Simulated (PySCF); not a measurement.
Compound: C8H9OP.
Cartesian coordinates in Å at the PBE0-D3(BJ)/def2-SVP level; atoms count from 1:
```
atom  x, y, z in Å
O1     2.8801    1.8185   -0.1658
P2     3.1811    0.4645    0.3889
C3     2.8874   -1.1085   -0.4024
C4     2.0060   -0.8279    0.8582
C5     0.5340   -0.6650    0.7062
C6    -0.0191    0.2597   -0.1926
C7    -1.4000    0.3717   -0.3280
C8    -2.2527   -0.4288    0.4317
C9    -1.7127   -1.3407    1.3362
C10   -0.3307   -1.4562    1.4718
H11    4.3124    0.3267    1.2306
H12    2.3411   -1.0602   -1.3513
H13    3.6128   -1.9275   -0.3518
H14    2.2917   -1.4145    1.7392
H15    0.6389    0.9205   -0.7629
H16   -1.8134    1.1015   -1.0283
H17   -3.3359   -0.3365    0.3237
H18   -2.3706   -1.9691    1.9414
H19    0.0865   -2.1760    2.1813
```

The closed-shell ground state was solved at several levels (PySCF, density fitting, gas phase, non-relativistic).

| level | basis functions | HOMO (eV) | LUMO (eV) | gap (eV) | dipole (D) |
| --- | --- | --- | --- | --- | --- |
| wB97X-D/def2-SVPD | 279 | -8.65 | 1.16 | 9.81 | 3.92 |
| HF/pcSseg-1 | 222 | -8.84 | 3.12 | 11.96 | 4.23 |

Problem. What might PBE0/pcSseg-1 (222 basis functions) give for the same quantities?

Solution. HOMO -6.89 eV, LUMO -0.49 eV, gap 6.40 eV, dipole 3.71 D.

Problem. Over all these levels, which gives the widest orbital gap and which the narrowest?

Solution. HF/pcSseg-1 (Hartree–Fock, all exact exchange) has the widest, 11.96 eV, and PBE0/pcSseg-1 (global hybrid, 25 % exact exchange) the narrowest, 6.40 eV. The two share the basis. From the narrowest to the widest the HOMO moves by -1.95 eV and the LUMO by +3.61 eV. The HOMO need not be the same orbital at Hartree–Fock and at DFT levels.

Problem. How far do the dipole and the HOMO energy spread over the levels?

Solution. The dipole runs from 3.71 to 4.23 D (mean 3.95 D) and the HOMO from -8.84 to -6.89 eV.

One conformer stands for the species.
